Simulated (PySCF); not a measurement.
H$_{10}$Si$_{4}$, triplet, at the geometry of the source list (a higher spin typed on purpose: for a closed-shell molecule this is an excited state). Base run: HF/6-31G in PySCF.

The PySCF input:
```python
from pyscf import gto, scf, solvent

mol = gto.Mole()
mol.atom = '''
    Si    0.001900    2.093800   -0.756400
    Si    0.051400    0.160000    0.539900
    Si    1.922700   -1.150400    0.090300
    Si   -1.946600   -1.023900    0.421200
    H     1.220500    2.899400   -0.657900
    H    -0.153000    1.750900   -2.172700
    H    -1.107800    2.992000   -0.426800
    H     0.189300    0.608300    1.947700
    H     3.189200   -0.429600    0.243100
    H     1.887100   -1.630300   -1.293700
    H     2.023400   -2.341900    0.936500
    H    -1.982700   -2.205500    1.286100
    H    -3.116900   -0.220500    0.786900
    H    -2.178600   -1.502400   -0.944200
'''
mol.basis = '6-31g'
mol.charge = 0
mol.spin = 2
mol.verbose = 3
mol.build()

mf = scf.UHF(mol)
mf.kernel()
```

Variants of this job, named by their change:

```tsv
change	ΔE vs base (kJ/mol)	dipole (D)	outcome
base	0.00	0.06	converged
model = IEF-PCM; solvent = tetrahydrofuran; vdw_scale = 1.0	-16.63	0.17	converged
model = IEF-PCM; solvent = tetrahydrofuran; r_probe = 0.5	-2.41	0.08	converged
model = IEF-PCM; solvent = tetrahydrofuran; vdw_scale = 1.4	-2.79	0.08	converged
model = ddCOSMO; solvent = tetrahydrofuran	-12.70	0.11	converged
model = IEF-PCM; solvent = tetrahydrofuran	-6.11	0.11	converged
model = IEF-PCM; solvent = tetrahydrofuran; lebedev_order = 41	-	-	cut at the time limit
```

The base is the gas phase, so ΔE is the electrostatic part of solvation at a fixed geometry, without cavity and dispersion terms.

Open shells are given as the SCF converged; they aren't shown to be the lowest states, and a large step between rows can be another state.
